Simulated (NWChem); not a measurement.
System: Si$_{2}$H$_{2}$, singlet; SMILES [Si]=[SiH2]

Output (shortened):

```
             Northwest Computational Chemistry Package (NWChem) 7.3.0
             --------------------------------------------------------

 C2V symmetry detected

                             Geometry "geometry" -> ""
                             -------------------------

 Output coordinates in angstroms (scale by  1.889725989 to convert to a.u.)

  No.       Tag          Charge          X              Y              Z
 ---- ---------------- ---------- -------------- -------------- --------------
    1 Si                  14.0000     0.00000000     0.00000000     0.97820578
    2 Si                  14.0000     0.00000000     0.00000000    -1.23833611
    3 H                    1.0000     0.00000000     1.24964323     1.82091228
    4 H                    1.0000     0.00000000    -1.24964323     1.82091228

 Effective nuclear repulsion energy (a.u.)      61.3190149411

      Symmetry information
      --------------------

 Group name             C2v
 Group number             16
 Group order               4
 No. of unique centers     3

                                 NWChem DFT Module
                                 -----------------

 Summary of "ao basis" -> "ao basis" (spherical)
 ------------------------------------------------------------------------------
       Tag                 Description            Shells   Functions and Types
 ---------------- ------------------------------  ------  ---------------------
 Si                         pcseg-1                  8       18   4s3p1d
 H                          pcseg-1                  3        5   2s1p

      Symmetry analysis of basis
      --------------------------

        a1         22
        a2          3
        b1          9
        b2         12

            General Information
            -------------------
          SCF calculation type: DFT
          Wavefunction type:  closed shell.
          No. of atoms     :     4
          No. of electrons :    30
           Alpha electrons :    15
            Beta electrons :    15
          Charge           :     0
          Spin multiplicity:     1
          Use of symmetry is: on ; symmetry adaption is: on
          Maximum number of iterations: 150
          AO basis - number of functions:    46
                     number of shells:    22
          Convergence on energy requested:  1.00D-06
          Convergence on density requested:  1.00D-05
          Convergence on gradient requested:  5.00D-04

              XC Information
              --------------
                  TPSS metaGGA Exchange Functional  1.000
             TPSS03 metaGGA Correlation Functional  1.000

             Grid Information
             ----------------
          Grid used for XC integration:  medium
          Radial quadrature: Mura-Knowles
          Angular quadrature: Lebedev.
          Tag              B.-S. Rad. Rad. Pts. Rad. Cut. Ang. Pts.
          ---              ---------- --------- --------- ---------
          Si                  1.10       88          10.0       590
          H                   0.35       45          11.0       434
          Grid pruning is: on
          Number of quadrature shells:   221
          Spatial weights used:  Erf1

      Superposition of Atomic Density Guess
      -------------------------------------

 Sum of atomic energies:        -578.61286308

      Non-variational initial energy
      ------------------------------

 Total energy =    -578.824239
 1-e energy   =    -924.041338
 2-e energy   =     283.898084
 HOMO         =      -0.183563
 LUMO         =      -0.109308

      Symmetry analysis of molecular orbitals - initial
      -------------------------------------------------

  Numbering of irreducible representations:

     1 a1          2 a2          3 b1          4 b2

  Orbital symmetries:

     1 a1          2 a1          3 a1          4 a1          5 a1
     6 b2          7 b1          8 a1          9 b2         10 b1
    11 a1         12 a1         13 b2         14 a1         15 b1
    16 b2         17 b1         18 a1         19 a1         20 b2
    21 a1         22 b2         23 a1         24 b1         25 b2

     ---------------------------------------------
      Total Density - Mulliken Population Analysis
     ---------------------------------------------

    Atom       Charge   Shell Charges
 -----------   ------   -------------------------------------------------------
    1 Si  14    14.23   2.00  2.00  1.03  0.40  5.99  2.06  0.71  0.05
    2 Si  14    13.67   2.00  2.00  1.20  0.76  5.99  1.18  0.50  0.03
    3 H    1     1.05   0.69  0.35  0.01
    4 H    1     1.05   0.69  0.35  0.01

   convergence    iter        energy       DeltaE   RMS-Dens  Diis-err
 ---------------- ----- ----------------- --------- --------- ---------
 d= 0,ls=0.0,diis     1   -580.0736726624 -6.41D+02  2.37D-02  1.09D-01
 d= 0,ls=0.0,diis     2   -580.0335019510  4.02D-02  2.43D-02  2.04D-01
 d= 0,ls=0.0,diis     3   -580.0741698837 -4.07D-02  9.36D-03  7.95D-02
 d= 0,ls=0.0,diis     4   -580.0980096844 -2.38D-02  1.29D-03  8.41D-04
 d= 0,ls=0.0,diis     5   -580.0981861003 -1.76D-04  3.34D-04  1.01D-04
  Resetting Diis
 d= 0,ls=0.0,diis     6   -580.0982101555 -2.41D-05  4.75D-05  3.24D-06
 d= 0,ls=0.0,diis     7   -580.0982110088 -8.53D-07  3.78D-05  6.38D-08
 d= 0,ls=0.0,diis     8   -580.0982108147  1.94D-07  2.70D-05  7.00D-07
 d= 0,ls=0.0,diis     9   -580.0982110299 -2.15D-07  1.17D-06  5.13D-10

         Total DFT energy =     -580.098211029873
      One electron energy =     -925.284554528784
           Coulomb energy =      326.344285278089
    Exchange-Corr. energy =      -42.476956720322
 Nuclear repulsion energy =       61.319014941143

 Numeric. integr. density =       29.999993685300

                  Occupations of the irreducible representations
                  ----------------------------------------------

                     irrep           alpha         beta
                     --------     --------     --------
                     a1                9.0          9.0
                     a2                0.0          0.0
                     b1                3.0          3.0
                     b2                3.0          3.0

                       DFT Final Molecular Orbital Analysis
                       ------------------------------------

 Vector   13  Occ=2.000000D+00  E=-3.368117D-01  Symmetry=b2
              MO Center= -1.9D-16,  2.9D-16,  1.5D+00, r^2= 2.2D+00
   Bfn.  Coefficient  Atom+Function         Bfn.  Coefficient  Atom+Function
  ----- ------------  ---------------      ----- ------------  ---------------
     9      0.439808  1 Si py                37      0.334278  3 H  s
    42     -0.334278  4 H  s                  6     -0.176659  1 Si py
    38      0.171957  3 H  s                 43     -0.171957  4 H  s
    27      0.068366  2 Si py                15      0.056233  1 Si d -1
    12      0.048377  1 Si py                24     -0.026622  2 Si py

 Vector   14  Occ=2.000000D+00  E=-2.378280D-01  Symmetry=a1
              MO Center= -3.2D-16, -2.7D-16, -7.9D-01, r^2= 3.5D+00
   Bfn.  Coefficient  Atom+Function         Bfn.  Coefficient  Atom+Function
  ----- ------------  ---------------      ----- ------------  ---------------
    28      0.480941  2 Si pz                22     -0.419270  2 Si s
    10     -0.383282  1 Si pz                21     -0.293518  2 Si s
     4      0.260995  1 Si s                  3      0.204398  1 Si s
    20      0.198443  2 Si s                 25     -0.179374  2 Si pz
     7      0.144235  1 Si pz                37     -0.134240  3 H  s

 Vector   15  Occ=2.000000D+00  E=-1.913483D-01  Symmetry=b1
              MO Center= -4.0D-16, -3.8D-16, -1.4D-01, r^2= 3.4D+00
   Bfn.  Coefficient  Atom+Function         Bfn.  Coefficient  Atom+Function
  ----- ------------  ---------------      ----- ------------  ---------------
    26      0.491606  2 Si px                 8      0.466440  1 Si px
    11      0.224230  1 Si px                29      0.207780  2 Si px
    23     -0.170884  2 Si px                 5     -0.164601  1 Si px
    35     -0.044515  2 Si d  1              17      0.038316  1 Si d  1

 Vector   16  Occ=0.000000D+00  E=-1.609217D-01  Symmetry=b2
              MO Center= -2.1D-16, -3.3D-17, -9.4D-01, r^2= 3.1D+00
   Bfn.  Coefficient  Atom+Function         Bfn.  Coefficient  Atom+Function
  ----- ------------  ---------------      ----- ------------  ---------------
    27      0.693798  2 Si py                30      0.328930  2 Si py
    24     -0.234697  2 Si py                38     -0.225371  3 H  s
    43      0.225371  4 H  s                 12      0.171589  1 Si py
    37     -0.110596  3 H  s                 42      0.110596  4 H  s
    15     -0.086979  1 Si d -1               9      0.069053  1 Si py

 Vector   17  Occ=0.000000D+00  E=-8.977294D-02  Symmetry=b1
              MO Center= -4.6D-13, -8.2D-16, -9.6D-02, r^2= 4.7D+00
   Bfn.  Coefficient  Atom+Function         Bfn.  Coefficient  Atom+Function
  ----- ------------  ---------------      ----- ------------  ---------------
    26     -0.522616  2 Si px                 8      0.508059  1 Si px
    11      0.504537  1 Si px                29     -0.484346  2 Si px
    23      0.173216  2 Si px                 5     -0.170907  1 Si px
    17     -0.044981  1 Si d  1              35     -0.034351  2 Si d  1

[...]
```

Level: TPSS/pcseg-1. Low-valent species are run as closed-shell singlets; no triplet was tried in these runs. All runs use the structure optimised with PBE-D3(BJ)/def2-SVP.

Task: Write an input that gives this output.

Result: One answer among several that fit: the input that was run:
```
start job
memory heap 200 mb stack 900 mb global 1100 mb
geometry units angstroms noautoz
  Si     0.171131     0.985458     0.000000
  Si    -0.242773    -1.192096     0.000000
  H      1.556384     1.579824     0.000000
  H     -0.898896     2.046764     0.000000
end
basis spherical
  * library pcseg-1
end
dft
  xc xtpss03 ctpss03
  iterations 150
  mulliken
end
task dft energy
```
